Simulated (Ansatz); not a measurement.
Born–Oppenheimer molecular dynamics of BCl2H6NSi (11 atoms, charge 0, multiplicity 1). It starts at the highest image of a converged band. Of that band: A structure lower than the first end lies on the path between it and the top, so the climb from that side starts below the end, which may itself be a saddle point or a shallow side well. Neighbouring images differ by up to 1.9 eV, so the band resolves the path poorly. A vibrational analysis at the climbing image gives one clearly imaginary mode, 1502i cm⁻¹: a first-order saddle point.

All numbers below come from RKS B3LYP-D4/6-31G* in Ansatz.

| Item | Value |
| --- | --- |
| ensemble | NVE (velocity Verlet) |
| time step | 0.5 fs |
| steps asked | 200 |
| starting velocities drawn for | 300 K |
| seed | 11729 |

First frame:

```xyz
11
Properties=species:S:1:pos:R:3
B -0.052 -0.317 0.194
H -0.985 0.282 1.010
Cl 1.437 0.702 0.397
Cl -0.836 -0.370 -1.440
N 0.014 -1.696 0.905
H -0.540 -2.404 0.427
Si 1.348 -2.301 1.909
H 0.906 -3.639 2.378
H 2.619 -2.434 1.159
H 1.527 -1.390 3.063
H -0.814 -0.648 1.334
```

Question: How far do the bonds stretch over the last three quarters of this one trajectory? (Pairs bonded in most of those frames.)

Answer: 
| bond | mean (Å) | spread (Å) | shortest | longest |
| --- | --- | --- | --- | --- |
| B1–H2 | 1.201 | 0.038 | 1.14 | 1.28 |
| B1–Cl3 | 1.921 | 0.127 | 1.71 | 2.08 |
| B1–Cl4 | 1.869 | 0.070 | 1.78 | 1.98 |
| B1–N5 | 1.725 | 0.135 | 1.52 | 1.94 |
| N5–H6 | 1.038 | 0.054 | 0.95 | 1.13 |
| N5–Si7 | 1.874 | 0.085 | 1.69 | 1.99 |
| N5–H11 | 1.076 | 0.105 | 0.89 | 1.23 |
| Si7–H8 | 1.490 | 0.028 | 1.45 | 1.54 |
| Si7–H9 | 1.477 | 0.025 | 1.44 | 1.52 |
| Si7–H10 | 1.473 | 0.015 | 1.45 | 1.50 |

Mean temperature of the second half: 936 K. The conserved energy stayed within 1.1 meV per atom of its start (net change -0.22 meV per atom), so the integration is sound. The kinetic energy rose, since the run started high on the potential surface and went downhill. A run of 0.1 ps of so small a system gives no equilibrium averages. The orbitals stay closed-shell, which can raise the energy where a bond breaks towards radicals; this wasn't checked here.

Time of the run: 6.2 min on 2 threads of Intel(R) Xeon(R) 6975P-C (Granite Rapids), with other jobs on the host, peak memory 0.26 GiB.
